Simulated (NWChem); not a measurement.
System: SiNH4F; SMILES N[SiH2]F

```xyz
7

Si     0.4747     0.0857     0.0293
N     -0.3384    -1.4278     0.1486
F     -0.4855     1.3565    -0.3914
H      1.5076    -0.0343    -1.0476
H      1.0333     0.4115     1.3794
H     -0.9643    -1.6201     0.9340
H     -0.6468    -1.9193    -0.6932
```
Atoms are numbered in this order, from 1.

All runs use the structure optimised with PBE-D3(BJ)/def2-SVP.

 Unshifted, non-relativistic core excitations; the lowest 4 roots alone, so stronger bands may lie above.

Question: List the first F K-edge excitations from PBE/def2-TZVP, restricted-window TDA (NWChem).

Answer: 
```csv
state,energy (eV),dipole oscillator strength,leading excitation (squared amplitude)
S1,659.0,0.0024,1s of atom 3 or its equivalents → LUMO (1.00)
S2,659.7,0.0031,1s of atom 3 or its equivalents → LUMO+1 (0.98)
S3,660.6,0.0031,1s of atom 3 or its equivalents → LUMO+2 (0.99)
S4,660.8,0.0007,1s of atom 3 or its equivalents → LUMO+3 (0.99)
```
